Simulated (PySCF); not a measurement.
Dipole moment and polarisability of `ClC(Cl)(Cl)[SiH]1N[SiH2]N1`

Species: CH₅Cl₃N₂Si₂.
Structure used (GFN2-xTB), in Å, numbered top down from 1:
```xyz
13
CH5Cl3N2Si2 angstrom
Cl     2.945   -0.880   -1.168
C      2.014    0.146   -0.060
Cl     2.080   -0.557    1.556
Cl     2.773    1.748   -0.018
Si     0.203    0.315   -0.710
N     -0.867    1.016    0.448
Si    -1.916   -0.376    0.608
N     -0.740   -1.109   -0.461
H      0.296    0.892   -2.042
H     -0.933    1.946    0.814
H     -3.209   -0.181   -0.033
H     -1.942   -0.950    1.945
H     -0.706   -2.011   -0.897
```

Level: CAM-B3LYP/def2-SVPD (PySCF), static field, nuclei fixed, core orbitals frozen in the response. The polarisability tensor in these axes (au):

```
x   123.48   4.26  -7.49
y     4.26 106.45  -1.34
z    -7.49  -1.34 107.75
```

What are the eigenvalues, a third of the trace, and Δα (Δα² = ½Σ(αi − αj)² over the three pairs)?

Principal values 104.63, 105.63 and 127.42 au; mean 112.56 au = 16.68 Å³ = 18.56 × 10⁻⁴⁰ C²·m²/J; Δα = 22.31 au (20 % of the mean).

What is the dipole moment, and where does it point?

(-2.43, -0.03, -0.28) D, 2.45 D in size, pointing from the negative to the positive side. Measured along this direction, the outermost atoms are Cl1 and Cl4 at the negative end and H11 at the positive end.

Sum over states: ᾱ = Σ f/ω², ω in Eh. What share falls to these 8 lowest TDDFT singlets (eV, f)? 5.74, 0.0238; 6.08, 0.0004; 6.38, 0.0179; 6.64, 0.0001; 6.76, 0.0002; 6.85, 0.0017; 6.88, 0.0024; 7.01, 0.0004.

They add up to 0.94 au, 0.8 % of the 112.56 au; the largest single term is 0.54 au, from the state at 5.74 eV. Terms in order: 0.54, 0.01, 0.33, 0.00, 0.00, 0.03, 0.04, 0.01 au. Higher excitations give the rest. The strengths listed sum to 0.047.

Orientational against electronic polarisability at 350 K (dilute gas, rigid molecules)?

In Gaussian units μ²/3kT = 41.40 Å³ against 16.68 Å³, a ratio of 2.48; the Debye molar polarisation (4π/3)N_A(α + μ²/3kT) is 146.5 cm³/mol, leaving out the vibrational part.

Refractivity n − 1 of an ideal gas of it at 350 K and 1 atm, from the electronic α?

N = p/kT = 2.0968 × 10¹⁹ cm⁻³, so n − 1 = 2π × N × 16.68 × 10⁻²⁴ cm³ = 2198 × 10⁻⁶ at long wavelengths.

Geometry: GFN2-xTB; no solvent, vibrations or thermal averaging.
